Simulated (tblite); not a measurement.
C₄H₁₀F₂Si₂.
Z-matrix (Å and degrees, GFN2-xTB geometry), rows numbered from 1:
```
C 
Si  1  1.8956
C   2  1.8963  1  108.45
C   3  1.3305  2  127.11  1    88.25
Si  4  1.8825  3  126.86  2     1.18
C   3  1.4998  2  112.76  1   -90.89
F   6  1.3635  3  110.89  2    42.89
F   6  1.3571  3  113.92  2   161.76
H   1  1.0857  2  111.02  3   179.40
H   1  1.0866  2  111.03  3    59.42
H   1  1.0868  2  111.13  3   -60.58
H   2  1.4669  1  112.20  3   118.58
H   2  1.4689  1  111.04  3  -118.34
H   4  1.0866  3  117.66  2  -178.59
H   5  1.4653  4  107.25  3  -166.87
H   5  1.4644  4  110.88  3   -47.18
H   5  1.4656  4  109.35  3    74.18
H   6  1.1037  3  112.09  2   -76.34
```

Level: GFN2-xTB in tblite, geometry and Hessian alike; calculated harmonic values, unscaled, isolated species. This tight-binding method is rough: wavenumbers can miss measured ones by several per cent, in bad cases by 10 to 20. Modes of hydrogen on silicon can be 10 to 20 % off. One conformer, not necessarily the lowest.

Harmonic wavenumbers (cm⁻¹): 33.1, 53.3, 69.0, 112.4, 127.4, 139.9, 155.9, 168.7, 267.0, 324.7, 395.0, 437.4, 480.0, 516.0, 540.1, 564.4, 604.1, 662.5, 692.3, 757.1, 777.0, 779.1, 785.2, 791.7, 827.3, 835.3, 843.9, 872.0, 987.5, 1016.9, 1113.8, 1257.8, 1266.0, 1302.8, 1362.4, 1472.9, 1476.6, 1658.2, 2217.0, 2231.8, 2245.1, 2251.8, 2255.4, 2855.4, 2998.7, 3032.8, 3037.9, 3045.2.

A = 1485, B = 1033, C = 681.6 MHz; mass 152.029 u (most abundant isotopes); point group C1, symmetry number 1.

Q: Zero-point energy?

A: ½Σν̃ = 26349 cm⁻¹ = 75.34 kcal/mol.

Q: What is S at 298.15 K and 1 bar for an ideal gas of classical rigid rotors and harmonic oscillators?

A: Translation 40.99, rotation 30.11, vibration 39.03: S = 110.1 cal/(mol K).

Q: And Cp and H(298.15 K) − H(0)?

A: Cp = 44.82 cal/(mol K), of which vibrations give 36.87 (their classical limit is 48 R = 95.4); H(298.15 K) − H(0) = 8.22 kcal/mol without the zero-point energy, 5.85 from vibrations.

Q: What must be added to the electronic energy to get the Gibbs energy at 298.15 K and 1 bar?

A: ZPE + [H(298.15 K) − H(0)] − T·S = 75.34 + 8.22 − 32.84 = 50.72 kcal/mol.

Q: Which modes carry the vibrational entropy at 298.15 K?

A: 33.1 cm⁻¹: 5.63; 53.3 cm⁻¹: 4.69; 69.0 cm⁻¹: 4.18; 112.4 cm⁻¹: 3.23; 127.4 cm⁻¹: 2.98; 139.9 cm⁻¹: 2.81 cal/(mol K); the other 42 give 15.51 together.

Q: How do the functions run with temperature in this model?

A: 
```
 T (K)  S (cal/(mol K))  Cp (cal/(mol K))  H − H(0) (kcal/mol)  G − H(0) (kcal/mol)  ln q(vib)
    50             62.3              16.0                 0.57                -2.55       0.98
   100             75.6              22.5                 1.54                -6.01       2.84
373.15            121.0              52.0                11.86               -33.29      12.22
   500            137.6              61.7                19.10               -49.72      16.19
   750            165.3              74.5                36.24               -87.70      23.37
  1000            187.9              82.7                55.97              -131.93      29.77
```

q(vib) and H(0) count from the zero-point level.

Hindered rotation and anharmonicity are outside this model. Other conformers, if any are populated, would add a mixing term that is left out. The structure is chiral; the term R ln 2 for an equal mix with its mirror image is left out.

On one thread, Arm Neoverse V1 (aarch64), no GPU, shared host with 32 logical CPUs at a one-minute load of 26, this took 0.81 s. The figure is for the frequency step alone.
